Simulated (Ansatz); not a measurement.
# Relative energies of NbNH3O2F isomers

2 of its isomers, all singlets with charge 0: A = `[NH2][Nb](=[O])([OH])[F]`; B = `[NH]=[Nb]([OH])([OH])[F]`.

Shapes, held fixed at every level: PBE0-D4/def2-TZVP. Flexible molecules stand in one conformer, not always the lowest. Programs: Ansatz 0.2.0.

A:

```xyz
8

N    -0.4809    1.3600    0.2593
Nb    0.5259   -0.3105    0.0499
O     0.7010   -0.9156    1.6207
O    -0.4393   -1.5187   -1.0496
F     2.2098    0.0203   -0.7251
H    -0.7584    1.7564    1.1447
H    -0.8318    1.9195   -0.5056
H    -0.8342   -2.3684   -0.8501
```

B:

```xyz
8

N    -1.1523    0.5344    0.7077
Nb    0.1945    0.2159   -0.3520
O     1.7637    0.0591    0.6998
O    -0.1257   -1.4186   -1.2572
F     0.3586    1.6329   -1.5804
H    -1.9401    0.7689    1.2912
H     1.8758    0.1536    1.6460
H    -0.8824   -2.0035   -1.2109
```

Electronic energies in kJ/mol, without zero-point or thermal terms.

| level | kind | B − A |
| --- | --- | --- |
| HF/def2-SVP | Hartree–Fock | +45.8 |
| r2SCAN-D4/def2-TZVPP | meta-GGA | +63.1 |
| BHLYP-D4/def2-TZVPP | global hybrid | +55.3 |
| r2SCAN0-D4/def2-TZVPP | global hybrid | +58.6 |
| MP2/def2-SVP | perturbation theory | +68.6 |
| MP2/def2-TZVPP | perturbation theory | +65.5 |
| CCSD/def2-SVP | coupled cluster or CI | +55.1 |
| CCSD(T)/def2-TZVPP | coupled cluster or CI | +58.6 |

The highest level, CCSD(T)/def2-TZVPP, puts A lowest of these. All levels agree on that. The B − A difference spans +45.8 to +68.6 kJ/mol over the levels. For atoms past krypton def2 sets carry core potentials with scalar relativity. Correlated rows may include outer-core shells of Nb, which these sets cover unevenly.
